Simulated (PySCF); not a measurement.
C7H4N, SMILES N#Cc1c[c]ccc1, doublet at its B3LYP/def2-SVP optimised geometry (Å):

```
12

N      1.4560     2.8109     0.0009
C      0.8692     1.8089     0.0005
C      0.1353     0.5734     0.0002
C     -1.2812     0.5944     0.0002
C     -1.9112    -0.6281     0.0000
C     -1.2941    -1.8620     0.0000
C      0.1123    -1.8620     0.0000
C      0.8198    -0.6582     0.0002
H     -1.8218     1.5439     0.0003
H     -1.8564    -2.7998    -0.0001
H      0.6553    -2.8109    -0.0001
H      1.9112    -0.6621     0.0002
```

Level of theory: unrestricted B3LYP/def2-TZVP (PySCF 2.14.0). Cells within 0.4 Å of a nucleus heavier than hydrogen are left out (blank, or x).

Map of the HOMO amplitude (α) (bohr^(-3/2)), clipped to [-0.25, 0.25] on the plane z = 0.0 Å; orbital energy -7.52 eV, overall sign arbitrary:

```
|5555555555555555555555555555555|
|5555555555555555555555555555555|
|5555555555555555555555555555555|
|5555555555555555555555555555555|
|5555555555555555555555555555555|
|5555555555555555566665555555555|
|5555555555555555566xx5555555555|
|5555555555555555566xx4555555555|
|5555555555555555555444555555555|
|55555555666655556xx445555555555|
|55555555677655556xx555555555555|
|5555555567765445566555555555555|
|5555555566754334566555555555555|
|5555554556xxx32xx66555555555555|
|55554444457xx43xx66555555555555|
|5555443224786545565555555555555|
|555443200xx976555xx544555555555|
|555443200xx976555xx444455555555|
|555543210x8876555xx544555555555|
|5555443334786544555555555555555|
|55555444467xx32xx66555555555555|
|5555555556xxx22xx66555555555555|
|5555555566754334666655555555555|
|5555555567765445676655555555555|
|5555555566665555666655555555555|
|5555555566655555566555555555555|
|5555555555555555555555555555555|
|5555555555555555555555555555555|
|5555555555555555555555555555555|
|5555555555555555555555555555555|
|5555555555555555555555555555555|
```
Scale: ten equal steps from -0.250 (start of '0') to 0.204 (end of '9'), in the order '0123456789'; x runs from -5.00 to 5.00, y from -5.00 (bottom) to 5.00 (top).
